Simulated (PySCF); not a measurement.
PySCF 2.14 output of a UHF calculation on a single atom or ion in aug-cc-pwCVDZ-PP with ECP60MDF (6s6p5d3f, 70 functions), with a scalar-relativistic core potential:

```
SCF conv_tol = 1e-09
number electrons alpha = 10  beta = 6
cycle= 1 E= -77.7642913623765  delta_E= -0.00231  |g|= 0.0144  |ddm|= 0.0486
cycle= 2 E= -77.7644142943218  delta_E= -0.000123  |g|= 0.00445  |ddm|= 0.0185
cycle= 3 E= -77.7644509077685  delta_E= -3.66e-05  |g|= 0.00188  |ddm|= 0.0143
cycle= 4 E= -77.7644639728603  delta_E= -1.31e-05  |g|= 0.00144  |ddm|= 0.00788
cycle= 5 E= -77.7644780866885  delta_E= -1.41e-05  |g|= 0.000647  |ddm|= 0.0147
cycle= 6 E= -77.7644827986624  delta_E= -4.71e-06  |g|= 0.000243  |ddm|= 0.0135
cycle= 7 E= -77.7644833709948  delta_E= -5.72e-07  |g|= 7.17e-05  |ddm|= 0.00664
cycle= 8 E= -77.7644834186399  delta_E= -4.76e-08  |g|= 3.44e-05  |ddm|= 0.00162
cycle= 9 E= -77.7644834345297  delta_E= -1.59e-08  |g|= 9.03e-06  |ddm|= 0.00147
cycle= 10 E= -77.7644834353721  delta_E= -8.42e-10  |g|= 2.48e-06  |ddm|= 0.000344
converged SCF energy = -77.7644834353721  <S^2> = 6.3023338  2S+1 = 5.1195054
```

The run itself started from symmetry-adapted Hartree-Fock orbitals and held the occupation by maximum overlap, so the iterations belong to that start.

Q: Which element, charge and spin multiplicity is this?

A: Re⁻ (rhenium, charge -1), multiplicity 5; the state was [Xe] 4f14 5d6 6s2, high-spin 5D determinant.

Energies and moments cover only the electrons outside the core potential. Spin-orbit coupling, absent here, splits the open shell strongly. ⟨S²⟩ = 6.30 against 6.00 shows spin contamination. The outer electron is barely bound at this level, so radii and moments hang on the diffuse functions.
